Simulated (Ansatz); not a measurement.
`C[Si](F)(F)[GeH3]` + `[SiH3]N[SiH3]` → `[SiH3][N]([SiH3])[GeH3]` + `C[SiH](F)F`  (cleavage of the Ge–Si bond)

Calculated with Ansatz (gas phase, PBE0-D4/def2-TZVP geometries, no zero-point term in ΔE). CCSD(T)/CBS is the MP2 limit (def2-TZVPP, def2-QZVPP) plus CCSD(T) − MP2 in def2-TZVPP, frozen cores. This one scheme is used for every species. DFT in def2-TZVPP. B3LYP here is the variant with VWN-RPA as its local correlation; programs differ in this. For Ge outer-core shells are correlated without core-valence functions, which leaves a few kJ/mol of doubt a bond. Scalar relativity is left out up to krypton.

`C[Si](F)(F)[GeH3]`:

Z-matrix (Å, degrees):
```
C
Si 1 1.846
H 1 1.092 2 110.7
H 1 1.093 2 110.7 3 -120.1
H 1 1.093 2 110.2 3 120.0
F 2 1.597 1 108.8 3 -177.4
F 2 1.597 1 108.8 3 -62.4
Ge 2 2.380 1 116.1 3 60.1
H 8 1.538 2 110.0 1 59.7
H 8 1.537 2 110.0 1 -59.4
H 8 1.535 2 110.9 1 -179.9
```

`[SiH3]N[SiH3]`:

Z-matrix (Å, degrees):
```
Si
N 1 1.726
H 1 1.490 2 112.6
H 1 1.484 2 107.4 3 119.9
H 1 1.489 2 110.9 3 -120.0
Si 2 1.726 1 128.9 3 -109.8
H 2 1.011 1 115.5 3 66.2
H 6 1.490 2 112.6 1 109.8
H 6 1.484 2 107.4 1 -10.1
H 6 1.488 2 110.9 1 -130.1
```

`[SiH3][N]([SiH3])[GeH3]`:

```xyz
13

Si    0.460    1.354    1.037
N    -0.061    0.049    0.030
Si   -1.442    0.117   -1.006
Ge    0.987   -1.483   -0.025
H     1.679    2.023    0.504
H    -0.635    2.355    1.125
H     0.790    0.852    2.399
H    -1.099    0.553   -2.389
H    -2.035   -1.246   -1.104
H    -2.443    1.062   -0.450
H     2.375   -1.103    0.515
H     1.077   -1.958   -1.484
H     0.349   -2.576    0.848
```

`C[SiH](F)F`:

Z-matrix (Å, degrees):
```
C
Si 1 1.840
H 1 1.092 2 110.7
H 1 1.093 2 110.6 3 -120.1
H 1 1.093 2 110.6 3 120.1
F 2 1.591 1 109.8 3 58.6
F 2 1.591 1 109.8 3 -58.5
H 2 1.477 1 114.8 3 -179.9
```

| level | ΔE (kcal/mol) | difference from CCSD(T)/CBS |
| --- | --- | --- |
| PBE-D4 | 2.2 | 4.8 |
| r2SCAN-D4 | 0.0 | 2.6 |
| PBE0-D4 | 0.8 | 3.4 |
| B3LYP-D4 | -0.6 | 2.0 |
| ωB97X-V | -1.4 | 1.2 |
| ωB97M-V | -1.5 | 1.1 |
| B2PLYP | -1.6 | 1.0 |
| PBE | 3.2 | 5.8 |
| r2SCAN | 0.2 | 2.8 |
| PBE0 | 1.7 | 4.3 |
| B3LYP | 0.9 | 3.5 |
| HF/def2-TZVPP | -4.1 | -1.5 |
| MP2/def2-TZVPP | -5.1 | -2.5 |
| SCS-MP2/def2-TZVPP | -5.5 | -2.9 |
| CCSD/def2-TZVPP | -3.3 | -0.7 |
| CCSD(T)/def2-TZVPP | -3.5 | -0.9 |
| HF/def2-QZVPP | -4.4 | -1.8 |
| MP2/def2-QZVPP | -4.7 | -2.1 |
| SCS-MP2/def2-QZVPP | -5.0 | -2.4 |
| HF/CBS(def2) | -4.4 | -1.8 |
| MP2/CBS(def2) | -4.2 | -1.6 |
| CCSD/CBS(def2) | -2.4 | 0.2 |
| CCSD(T)/CBS | -2.6 | 0 |

Largest T1 diagnostic among the species: 0.012.

From PBE to PBE0 (25 % exact exchange), in def2-TZVPP and without D4, ΔE moves by −1.5 kcal/mol. The D4 term adds −1.6 kcal/mol with B3LYP and −0.8 kcal/mol with PBE0; it sums over pairs of atoms, weighted by their polarisabilities, and B3LYP, whose exchange is more repulsive, gets the larger term.
